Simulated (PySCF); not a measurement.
## Polarisability and C₆ of Sc(2+) (scandium, charge +2)

[Ar] 3d1, 2D determinant. Calculation: PySCF 2.14, in aug-cc-pwCVTZ-DK (10s9p7d4f3g, 127 functions); scalar relativity by spin-free X2C-1e. Coupled (time-dependent) response in atomic units; α is the mean over directions.

```json
{"method": "PBE0", "mean α (bohr³)": "4.878", "α xx, yy, zz": "5.723, 5.723, 3.188", "C₆ (like pair)": "14.42", "S(−4)": "26.03"}
```

S(−4) is the Cauchy moment in α(ω) = α(0) + S(−4) ω² + …

α(iu) at PBE0:

| u (hartree) | α(iu) (bohr³) |
| --- | --- |
| 0 | 4.878 |
| 0.0500 | 4.815 |
| 0.100 | 4.648 |
| 0.200 | 4.190 |
| 0.300 | 3.761 |
| 0.500 | 3.118 |
| 0.750 | 2.546 |
| 1.00 | 2.105 |
| 1.50 | 1.472 |
| 2.00 | 1.064 |
| 3.00 | 0.6155 |
| 5.00 | 0.2804 |

A single London oscillator, α(iu) = α/(1 + u²/ω²), gives C₆ = (3/4) ω α². Matching the computed C₆ needs ω = 4 × 14.42 / (3 × 4.878²) = 0.808 hartree.

For an ion, C₆ is the dispersion term alone; charge-induced terms of lower order in 1/R come first.

The components differ because the open shell of this determinant is not spherical; for a pure term their mean is the scalar polarisability.
